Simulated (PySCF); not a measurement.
Compound: C₄H₅ClF₂.
Z-matrix (Å and degrees, PBE0-D3(BJ)/def2-SVP geometry), rows numbered from 1:
```
F 
C   1  1.3714
C   2  1.4999  1  108.68
C   3  1.3334  2  127.60  1  -169.22
Cl  4  1.7385  3  120.98  2  -179.72
C   4  1.4974  3  128.15  2     0.27
F   6  1.3689  4  111.42  3    -4.21
H   2  1.1039  1  108.59  3   120.98
H   2  1.1006  1  108.92  3  -122.14
H   3  1.0940  2  114.34  1    11.93
H   6  1.1040  4  109.42  3  -125.04
H   6  1.1045  4  109.75  3   116.76
```

Computed with core-valence-separated Tamm–Dancoff BHandHLYP/aug-pcX-1 (pcseg-1 on H, def2-SVPD on Cl) in PySCF, non-relativistic, gas phase, PBE0-D3(BJ)/def2-SVP geometry. No empirical shift is added; at this level the pattern usually sits a few eV under experiment.

Problem. Give energies, oscillator strengths and core holes at the C K edge.

Solution. 
```tsv
E (eV)	f	core hole on	main final orbital	polarisation
282.77	0.0605	C3	LUMO (82 %)	normal to the local trigonal plane
284.21	0.0622	C4	LUMO (86 %)	normal to the local trigonal plane
285.50	0.0574	C4	spread	in the local trigonal plane
286.17	0.0185	C3	LUMO+4 (52 %)	in the local trigonal plane
286.99	0.0567	C6	LUMO+1 (35 %)	–
287.02	0.0483	C2	spread	–
287.29	0.0017	C3	LUMO+3 (50 %)	in the local trigonal plane
287.40	0.0052	C3	LUMO+2 (54 %)	in the local trigonal plane
287.49	0.0133	C2	LUMO (62 %)	–
287.80	0.0025	C3	LUMO+1 (34 %)	in the local trigonal plane
287.94	0.0056	C6	LUMO (89 %)	–
287.97	0.0025	C3	LUMO+5 (69 %)	normal to the local trigonal plane
288.43	0.0103	C2	LUMO+1 (30 %)	–
288.44	0.0003	C4	LUMO+1 (66 %)	–
288.53	0.0024	C3	LUMO+6 (35 %)	in the local trigonal plane
288.57	0.0178	C6	LUMO+1 (39 %)	–
288.73	0.0003	C3	LUMO+7 (47 %)	–
288.80	0.0281	C2	LUMO+5 (38 %)	–
288.91	0.0025	C3	LUMO+9 (46 %)	mixed
```

The first line with a tenth or more of the strongest one's intensity is at 282.77 eV (f = 0.060), with the hole on C3 (alkene CH carbon), polarised normal to the local trigonal plane: a 1s→π* resonance. The strongest listed is at 284.21 eV (f = 0.062; C4, 1s→π*).

Problem. List the fluorine K-edge absorption lines.

Solution. 
```csv
E (eV),f,core hole on,main final orbital
685.39,0.0285,F1,spread
685.43,0.0283,F7,spread
686.38,0.0027,F1,LUMO (85 %)
686.59,0.0068,F1,LUMO+3 (47 %)
686.88,0.0003,F7,LUMO (89 %)
687.04,0.0104,F7,LUMO+1 (66 %)
687.35,0.0014,F1,LUMO+4 (46 %)
687.61,0.0009,F1,LUMO+5 (55 %)
687.77,0.0032,F1,LUMO+1 (62 %)
687.87,0.0023,F7,spread
687.96,0.0022,F7,LUMO+5 (75 %)
```

The first line with a tenth or more of the strongest one's intensity is at 685.39 eV (f = 0.029), with the hole on F1 (alkyl fluorine). It is also the strongest listed.

Roots within 0.03 eV whose holes lie on the same, on equivalent or on shared atoms are summed into one line, and the highest roots are left out, as the search may have cut off their partners. Final orbitals are the ground state's empty Kohn–Sham orbitals. A dash: too weak, shared between unlike atoms, or no plane or axis to refer to.

Problem. What length of transition dipole belongs to the line at 285.50 eV?

Solution. From f = (2/3) ΔE |μ|² in atomic units, with ΔE = 10.492 Eh and f = 0.0574: |μ| = 0.091 au = 0.23 D.

The ionisation thresholds weren't computed; near and above them a finite basis only mimics Rydberg series and continuum.

The run took about 70 s of CPU time (one thread, shared machine).

One conformer stands for the species.
